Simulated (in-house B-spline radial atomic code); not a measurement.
Values are calculated unless marked as measured or tabulated.
Stopping and range of 80 keV Al in InSb

The pair potential comes from two frozen, spherical free-atom densities (PBE, B-spline radial code, scalar-relativistic past argon): electrostatics plus the change in Thomas-Fermi kinetic and Dirac exchange energy where they overlap, the recipe behind the universal ZBL potential, which averages such potentials (from solid-state densities) over many pairs. It is written V = (Z1 Z2 e²/r) φ(r/a), with e² = 14.3996 eV·Å and a = 0.46850 Å/(Z1^0.23 + Z2^0.23); ZBL's fit is φ = 0.18175 e^(−3.1998x) + 0.50986 e^(−0.94229x) + 0.28022 e^(−0.4029x) + 0.02817 e^(−0.20162x). Where φ falls below 4e-4 it is continued as an exponential.

The target is taken as amorphous, with density 5.77 g/cm³ (NSM archive of the Ioffe Institute); channelling is ignored. Masses: Al 26.98, In 114.82, Sb 121.76 u. Nuclear stopping is S_n = 4π a Z1 Z2 e² M1/(M1 + M2) × s_n(ε), with s_n integrated over impact parameters for each pair. Electronic stopping is Lindhard and Scharff's S_e = Z1^(1/6) 8π e² a0 Z1 Z2/(Z1^(2/3) + Z2^(2/3))^(3/2) × v/v0, with a0 = 0.529177 Å and v = v0 at 24.801 keV/u; it misses the oscillations with Z1 seen in experiment, which reach tens of per cent. Compounds add by atom fraction.

| target atom | a (Å) | ε at this energy | s_n, this pair | s_n, ZBL potential |
| --- | --- | --- | --- | --- |
| In | 0.11020 | 0.7782 | 0.3313 | 0.3263 |
| Sb | 0.10961 | 0.7519 | 0.3324 | 0.328 |

Problem. What are the atom density and the stopping powers at entry?

Solution. N = 5.77 × 0.602214/118.29 = 0.02938 atoms/Å³. For In: S_n = 2417 × 0.3313 = 800.7 eV·Å², S_e = 2.7789 × √80000 = 786 eV·Å². For Sb: S_n = 2385 × 0.3324 = 792.9 eV·Å², S_e = 2.8113 × √80000 = 795.2 eV·Å². Averaged over the target's atoms (half each) and times N × 10 Å/nm, the ion loses N S_n = 234 eV/nm to recoils and N S_e = 232 eV/nm to electrons; the nuclear share is 50 %.

Along the track:

| E (keV) | N S_n (eV/nm) | N S_e (eV/nm) |
| --- | --- | --- |
| 4 | 187 | 51.9 |
| 12 | 236 | 89.9 |
| 24 | 251 | 127 |
| 40 | 251 | 164 |
| 60 | 243 | 201 |
| 80 | 234 | 232 |

Problem. Estimate the path length and the projected range.

Solution. With continuous slowing down the path is the integral of dE/(N (S_n + S_e)). Trapezoids over the table give 194 nm, and the stretch below the first row, with stopping taken as √E, adds 2E/(N S) = 33 nm: 228 nm in all, against 220 nm on a fine grid from 5 eV. Deflections shorten the depth: to first order in the energy passed on, N (S_n + S_e) dR_p/dE = 1 − N S_n (M2/M1) R_p/(2E), summed over the target's atoms, and integrating this on the fine grid gives R_p = 82.8 nm, 0.38 of the path. Lindhard's rule of thumb R/(1 + M2/3M1), with mean M2/M1 = 4.38, gives 89.4 nm; it is meant for M2/M1 below about 2. On the ZBL potential the same equation gives 84 nm, and the full integral equation, which keeps hard collisions, 89.1 nm.
